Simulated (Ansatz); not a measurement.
A structure relaxed at PBE0-D4/def2-TZVP, charge 0, multiplicity 1:

| atom | x (Å) | y (Å) | z (Å) |
| --- | --- | --- | --- |
| C1 | 1.2254 | 0.1228 | 0.9115 |
| O2 | 1.1627 | 0.1625 | -0.4930 |
| In3 | -0.5003 | -0.0106 | -1.5189 |
| C4 | -2.1227 | -0.2612 | -0.1714 |
| N5 | -3.0015 | -0.3968 | 0.5635 |
| H6 | 0.2488 | -0.0203 | 1.3924 |
| H7 | 1.8786 | -0.6977 | 1.2291 |
| H8 | 1.6510 | 1.0590 | 1.2895 |
| H9 | -0.5419 | 0.0422 | -3.2027 |

**Question.** Give its formula and SMILES.

**Answer.** C2H4InNO, `C[O][InH][C]#N`.

**Question.** Point group (tolerance 0.08 Å, 0.16 Å for H)?

**Answer.** Cs.

**Question.** Summarise the bond lengths by kind.

**Answer.** 1 × C–O 1.406 Å; 3 × C–H 1.096 to 1.098 Å; 1 × In–O 1.962 Å; 1 × C–In 2.124 Å; 1 × H–In 1.685 Å; 1 × C–N 1.154 Å.

Results of the Gaussian-basis code of Ansatz.
